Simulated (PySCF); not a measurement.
ClH2NZn. Atoms are numbered in the order given.

```xyz
5

Zn    -0.3268    -0.0184     0.0000
Cl     1.7582     0.0114     0.0000
N     -2.1303     0.1267     0.0000
H     -2.5871    -0.2644    -0.8160
H     -2.5871    -0.2644     0.8160
```

Geometry: r2SCAN-D4/def2-TZVP. One conformer was computed; it need not be the lowest.

Calculation: HF/def2-TZVPD in PySCF.

Symmetry labels are those of the subgroup Cs that the program uses (full group Cs).

Computed valence orbital energies around the gap with their symmetry:
| orbital | symmetry | energy (eV) |
|---|---|---|
| HOMO−7 | A" | -22.95 |
| HOMO−6 | A' | -22.54 |
| HOMO−5 | A" | -16.94 |
| HOMO−4 | A' | -14.24 |
| HOMO−3 | A' | -13.33 |
| HOMO−2 | A' | -12.20 |
| HOMO−1 | A" | -12.17 |
| HOMO | A' | -10.77 |
| LUMO | A" | 1.04 |
| LUMO+1 | A' | 1.11 |
| LUMO+2 | A' | 1.40 |
| LUMO+3 | A' | 1.54 |
